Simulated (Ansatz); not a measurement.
Reactions of F₃Sb, SMILES `[F][Sb]([F])[F]`.

Computed with Ansatz on PBE0-D4/def2-TZVP structures; ΔE is electronic, products minus reactants. CCSD(T)/CBS is the MP2 limit (def2-TZVPP, def2-QZVPP) plus CCSD(T) − MP2 in def2-TZVPP, frozen cores. This one scheme is used for every species, atoms too. Functionals use def2-TZVPP. Open shells (•) are unrestricted, without spin–orbit coupling. Spin–orbit coupling would lower the free atoms: a little for F. Elements past krypton have def2 core potentials. For Sb outer-core shells are correlated without core-valence functions, so the limit isn't a true one: a few kJ/mol of doubt a bond, and 10 to 20 or more in all where bonds break to atoms. Each species was taken in one conformer, which may not be the lowest.

```
                                             reaction  CCSD(T)/def2-SVP (kJ/mol)  LDA (SPW92) (kJ/mol)  CCSD(T)/CBS(def2) (kJ/mol)
   `[F][Sb]([F])[F]` + HCl → `[F][Sb]([F])[Cl]` + H–F                         -4                   -11                         -11
                       `[F][Sb]([F])[F]` → 3 F• + Sb•                       1124                  1655                        1360
         `[F][Sb]([F])[F]` + H₂ → `[F][SbH][F]` + H–F                         57                    76                          79
 `[F][Sb]([F])[F]` + CH₃OH → `C[O][Sb]([F])[F]` + H–F                         18                    21                          17
   `[F][Sb]([F])[F]` + H₂O → `[OH][Sb]([F])[F]` + H–F                         25                    23                          24
`[F][Sb]([F])[F]` + SiH₄ → `[F][Sb]([F])[SiH3]` + H–F                         74                    68                          77
               `[F][Sb]([F])[F]` → F• + `[F][Sb][F]`•                        434                   587                         505
```

Largest T1 diagnostic: 0.017, for `[F][Sb][F]`•.
